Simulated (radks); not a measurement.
Trend from Cr to Kr: ionisation energy by Delta-SCF between NIST ground configurations, and size. Method: non-relativistic Kohn-Sham, SCAN, spin-polarised, spherical densities, point nucleus; open shells are filled with parallel spins first; meta-GGA in the generalised Kohn-Sham scheme; computed with a radial shooting solver on a logarithmic mesh with Libxc functionals.

| species | configuration | configuration of the ion | IE (eV) | NIST (eV) | kind | outermost | <r> outermost (bohr) |
|---|---|---|---|---|---|---|---|
| Cr | [Ar] 3d5 4s1 | [Ar] 3d5 | 7.405 | 6.767 | exp. | 4s | 3.26 |
| Br | [Ar] 3d10 4s2 4p5 | [Ar] 3d10 4s2 4p4 | 12.005 | 11.814 | exp. | 4p | 2.11 |
| Kr | [Kr] | [Ar] 3d10 4s2 4p5 | 14.452 | 14.000 | exp. | 4p | 1.94 |

Reference values: NIST Atomic Spectra Database (measured). Open shells are spherical and high-spin; term and fine-structure splittings are not resolved.
